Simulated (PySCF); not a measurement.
C₂H₆F₂Ge, singlet, at a GFN2-xTB geometry; DF-PBE0/def2-TZVP (PySCF).

The PySCF input:
```python
from pyscf import gto, scf, dft

mol = gto.M(
    atom='''
Ge    0.44530051    0.15575641   -0.32213064
F     1.54210004   -1.08392845    0.24041058
F     0.42149800    1.21261510    1.06756035
C    -1.36677752   -0.66625539   -0.54005582
C    -2.36853671   -0.13637671    0.47730178
H     1.29118362    0.92091156   -1.31145310
H    -1.71681103   -0.48822871   -1.55615985
H    -1.22640600   -1.74110027   -0.41590898
H    -2.54123597    0.92823743    0.33443819
H    -3.31700899   -0.65969021    0.37182058
H    -1.99983522   -0.28672216    1.49022955
''',
    basis='def2-tzvp',
    verbose=4,
    max_memory=1800,
)

mf = dft.RKS(mol)
mf.xc = 'pbe0'
mf = mf.density_fit(auxbasis='def2-universal-jkfit')
mf.kernel()
```

Predict the main parts of the log of this PySCF run.


```
PySCF version 2.14.0

[INPUT] verbose = 4
[INPUT] num. atoms = 11
[INPUT] num. electrons = 68
[INPUT] charge = 0
[INPUT] spin (= nelec alpha-beta = 2S) = 0
[INPUT] symmetry False subgroup None
[INPUT] Mole.unit = angstrom
[INPUT] Symbol           X                Y                Z      unit          X                Y                Z       unit  Magmom
[INPUT]  1 Ge     0.445300510000   0.155756410000  -0.322130640000 AA    0.841496007029   0.294336957045  -0.608738685931 Bohr   0.0
[INPUT]  2 F      1.542100040000  -1.083928450000   0.240410580000 AA    2.914146732281  -2.048327909124   0.454310153648 Bohr   0.0
[INPUT]  3 F      0.421498000000   1.212615100000   1.067560350000 AA    0.796515782052   2.291510433512   2.017396682945 Bohr   0.0
[INPUT]  4 C     -1.366777520000  -0.666255390000  -0.540055820000 AA   -2.582835186012  -1.259040216115  -1.020557591777 Bohr   0.0
[INPUT]  5 C     -2.368536710000  -0.136376710000   0.477301780000 AA   -4.475885697878  -0.257714631669   0.901969642967 Bohr   0.0
[INPUT]  6 H      1.291183620000   0.920911560000  -1.311453100000 AA    2.439983418324   1.740270633346  -2.478287184212 Bohr   0.0
[INPUT]  7 H     -1.716811030000  -0.488228710000  -1.556159850000 AA   -3.244302654332  -0.922618548050  -2.940715922544 Bohr   0.0
[INPUT]  8 H     -1.226406000000  -1.741100270000  -0.415908980000 AA   -2.317571457523  -3.290202665706  -0.785954064947 Bohr   0.0
[INPUT]  9 H     -2.541235970000   0.928237430000   0.334438190000 AA   -4.802240001193   1.754114521270   0.631996584695 Bohr   0.0
[INPUT] 10 H     -3.317008990000  -0.659690210000   0.371820580000 AA   -6.268238543820  -1.246633823957   0.702639063677 Bohr   0.0
[INPUT] 11 H     -1.999835220000  -0.286722160000   1.490229550000 AA   -3.779140860059  -0.541826356244   2.816125712234 Bohr   0.0

nuclear repulsion = 406.336154217361
number of shells = 84
number of NR pGTOs = 332
number of NR cGTOs = 208
basis = def2-tzvp
ecp = {}

******** <class 'pyscf.df.df_jk.DFRKS'> ********
method = DFRKS
initial guess = minao
damping factor = 0
level_shift factor = 0
DIIS = <class 'pyscf.scf.diis.CDIIS'>
diis_start_cycle = 1
diis_space = 8
diis_damp = 0
SCF conv_tol = 1e-09
SCF conv_tol_grad = None
SCF max_cycles = 50
direct_scf = False
XC library pyscf.dft.libxc version 7.1.2
    S. Lehtola, C. Steigemann, M. J. T. Oliveira, and M. A. L. Marques,  SoftwareX 7, 1–5 (2018)
XC functionals = pbe0
    C. Adamo and V. Barone,  J. Chem. Phys. 110, 6158 (1999)
    M. Ernzerhof and G. E. Scuseria,  J. Chem. Phys. 110, 5029 (1999)
radial grids:
    Treutler-Ahlrichs [JCP 102, 346 (1995); DOI:10.1063/1.469408] (M4) radial grids

becke partition: Becke, JCP 88, 2547 (1988); DOI:10.1063/1.454033
pruning grids: <function nwchem_prune>
grids dens level: 3
symmetrized grids: False
atomic radii adjust function: <function treutler_atomic_radii_adjust>
small_rho_cutoff = 0
Set gradient conv threshold to 3.16228e-05
Initial guess from minao.
tot grids = 136248
******** <class 'pyscf.df.df.DF'> ********
auxbasis = def2-universal-jkfit
init E= -2355.6210755045
  HOMO = -0.331773577475047  LUMO = -0.0289764901233002  gap/eV = 8.23953
cycle= 1 E= -2355.99824482641  delta_E= -0.377  |g|= 1.09  |ddm|= 2.48
  HOMO = -0.249282769498282  LUMO = -0.0129727053511278  gap/eV = 6.43032
cycle= 2 E= -2355.70455371621  delta_E= 0.294  |g|= 1.82  |ddm|= 1.62
  HOMO = -0.325533188153505  LUMO = 0.00222677367400936  gap/eV = 8.91880
cycle= 3 E= -2356.1599580663  delta_E= -0.455  |g|= 0.155  |ddm|=  1.1
  HOMO = -0.331248170342856  LUMO = 0.00302096791063225  gap/eV = 9.09593
cycle= 4 E= -2356.16309174175  delta_E= -0.00313  |g|= 0.0509  |ddm|= 0.118
  HOMO = -0.329434290952507  LUMO = 0.0035626119693435  gap/eV = 9.06131
cycle= 5 E= -2356.16349117802  delta_E= -0.000399  |g|= 0.0087  |ddm|= 0.0348
  HOMO = -0.33013107729827  LUMO = 0.00350443644157139  gap/eV = 9.07868
cycle= 6 E= -2356.16350838442  delta_E= -1.72e-05  |g|= 0.00243  |ddm|= 0.00779
  HOMO = -0.329862265294344  LUMO = 0.00363946090180713  gap/eV = 9.07504
cycle= 7 E= -2356.16350974673  delta_E= -1.36e-06  |g|= 0.000335  |ddm|= 0.00182
  HOMO = -0.329896438061393  LUMO = 0.00361464061197517  gap/eV = 9.07530
cycle= 8 E= -2356.16350977161  delta_E= -2.49e-08  |g|= 9.19e-05  |ddm|= 0.000332
  HOMO = -0.329897286018508  LUMO = 0.00361648559529317  gap/eV = 9.07537
cycle= 9 E= -2356.16350977303  delta_E= -1.42e-09  |g|= 3.52e-05  |ddm|= 6.47e-05
  HOMO = -0.329896696979631  LUMO = 0.00361623540319926  gap/eV = 9.07535
cycle= 10 E= -2356.16350977327  delta_E= -2.4e-10  |g|= 8.39e-06  |ddm|= 2.26e-05
  HOMO = -0.329897144003812  LUMO = 0.00361599311016813  gap/eV = 9.07535
Extra cycle  E= -2356.16350977326  delta_E= 6.37e-12  |g|= 1.25e-05  |ddm|= 1.2e-05
converged SCF energy = -2356.16350977326
```
